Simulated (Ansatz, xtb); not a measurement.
**Ranking isomers of C4H10OSi**

4 gas-phase structures of C4H10OSi, from a drawn sample of its isomers (lower ones may exist). Each was relaxed with GFN2-xTB; where two conformers were screened, the lower at r2SCAN-D4/def2-SVP is listed:

A. `C=C[Si](C)(C)O`, a singlet
B. `C=CC[SiH2]CO`, a singlet
C. `C=C[C@@H](O)[SiH2]C`, a singlet
D. `C=CC[Si@@H](C)O`, a singlet

Question: Estimate their order in r2SCAN-D4/def2-SVP energy at these geometries, lowest first.

Answer: Calculated order at r2SCAN-D4/def2-SVP: A (0.0), D (35.0), C (199.2), B (219.4) kJ/mol.

Energies above the lowest of each column, in kJ/mol; the last columns are at B3LYP-D3(BJ)/def2-SVP geometries and were run for some of them only (a dash: not run or not comparable):

```tsv
structure	GFN2-xTB	HF/STO-3G	r2SCAN-D4/def2-SVP	B3LYP-D3(BJ)/def2-SVP	CCSD(T)/def2-SVP + ΔMP2/def2-TZVPP
A	42.5	0.0	0.0	0.0	0.0
D	0.0	47.9	35.0	31.1	37.3
C	151.7	134.8	199.2	196.6	228.3
B	163.5	149.7	219.4	–	–
```

CCSD(T)/def2-SVP + ΔMP2/def2-TZVPP puts A lowest of those it was run on; GFN2-xTB picks D. Flexible structures stand in one conformer each, not always the lowest. Frequencies (GFN2-xTB) were run for A, C, D alone. The ΔMP2 step shifts differences by up to 31.0 kJ/mol, which makes them less sure. ΔMP2 is the change of the MP2 energy from the smaller to the larger basis.

Over these structures GFN2-xTB departs from r2SCAN-D4/def2-SVP by 33.2 kJ/mol on average once a common shift is removed. A GFN2-xTB relaxation took about 0.1 s and the r2SCAN-D4/def2-SVP energy about 3.3 s on a shared host (Ansatz 0.2.0, xtb 6.7.1).
